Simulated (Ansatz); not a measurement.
Reaction (redistribution): `[Cl][GeH]` + `FC([SiH3])O[SiH3]` → `[SiH3][O][Ge][Cl]` + `FC[SiH3]`

Calculated with Ansatz (gas phase, PBE0-D4/def2-TZVP geometries, no zero-point term in ΔE). CBS: MP2 limit from def2 TZ/QZ plus the TZ coupled-cluster correction, frozen cores. Functionals use def2-TZVPP. For Ge outer-core shells are correlated without core-valence functions, which leaves a few kJ/mol of doubt a bond. Scalar relativity is left out up to krypton. Each species was taken in one conformer, which may not be the lowest.

CCSD(T)/CBS gives -185.9 kJ/mol.

(1) Another level gave -180.8 kJ/mol. Which?
A. MP2/def2-TZVPP
B. B2PLYP/def2-TZVPP
C. CCSD(T)/def2-TZVPP
D. PBE0-D4/def2-TZVPP

Largest T1 diagnostic among the species: 0.014.

Answers

(1) C. CCSD(T)/def2-TZVPP -180.8, PBE0-D4 -176.1, MP2/def2-TZVPP -193.1, B2PLYP -185.7 kJ/mol.

In def2-TZVPP, CCSD(T) changes the Hartree–Fock value by −6.5 kJ/mol (the triples alone add −1.7 kJ/mol) and MP2 by −18.8 kJ/mol.
